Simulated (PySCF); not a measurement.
**Correlation energy of N²⁺ (nitrogen, charge +2)**

[He] 2s2 2p1, 2P determinant. All numbers are calculated (PySCF 2.14, no relativity, point nucleus, in pcseg-2 (4s3p2d1f, 30 functions)). Frozen: 1s2; 3 electrons correlated.

MP2 pair energies summed by pair of shells (mhartree):

```tsv
pair	energy	share (%)
2s-2s	-31.73	59.0
2s-2p	-22.07	41.0
```

Total MP2 correlation energy: -53.81 mhartree.

Same-spin part -3.26 and opposite-spin part -50.55 mhartree; SCS-MP2 scales them by 1/3 and 6/5 to -61.74 mhartree.

```csv
level,correlation energy (mhartree)
CCSD,-80.48
(T),-1.00
CCSD(T),-81.48
```

Diagnostics: T1 = 0.0065, D1 = 0.0128, largest double amplitude 0.137.

Cost of the coupled-cluster step: 0.39 s of wall time on 1 thread of Intel(R) Xeon(R) Platinum 8375C CPU @ 2.90GHz (shared host), for 3 correlated electrons.

Iterations:

```
CC2 = 0
CCSD nocc = (np.int64(2), np.int64(1)), nmo = (29, 29)
frozen orbitals [[0], [0]]
max_cycle = 100
direct = 0
conv_tol = 1e-08
conv_tol_normt = 1e-06
diis_space = 8
diis_start_cycle = 0
Init t2, MP2 energy = -0.0538070132043738
Init E_corr(UCCSD) = -0.0538070132045606
cycle = 1  E_corr(UCCSD) = -0.0688812139521524  dE = -0.0150742007  norm(t1,t2) = 0.0511595
cycle = 2  E_corr(UCCSD) = -0.074907412995521  dE = -0.00602619904  norm(t1,t2) = 0.0251398
cycle = 3  E_corr(UCCSD) = -0.0805510751945479  dE = -0.0056436622  norm(t1,t2) = 0.0128877
cycle = 4  E_corr(UCCSD) = -0.0804565897529359  dE = 9.44854416e-05  norm(t1,t2) = 0.000866515
cycle = 5  E_corr(UCCSD) = -0.0804929784659384  dE = -3.6388713e-05  norm(t1,t2) = 0.000111431
cycle = 6  E_corr(UCCSD) = -0.0804800410997352  dE = 1.29373662e-05  norm(t1,t2) = 2.54521e-05
cycle = 7  E_corr(UCCSD) = -0.0804834127627337  dE = -3.371663e-06  norm(t1,t2) = 7.46922e-06
cycle = 8  E_corr(UCCSD) = -0.0804832322172491  dE = 1.80545485e-07  norm(t1,t2) = 7.7083e-07
cycle = 9  E_corr(UCCSD) = -0.0804831788892419  dE = 5.33280072e-08  norm(t1,t2) = 1.43516e-07
cycle = 10  E_corr(UCCSD) = -0.0804831916854713  dE = -1.27962294e-08  norm(t1,t2) = 2.89004e-08
cycle = 11  E_corr(UCCSD) = -0.080483189938189  dE = 1.74728236e-09  norm(t1,t2) = 7.67967e-09
UCCSD converged
E(UCCSD) = -52.89474667576863  E_corr = -0.08048318993818898
UCCSD(T) correction = -0.000996193921941509
```
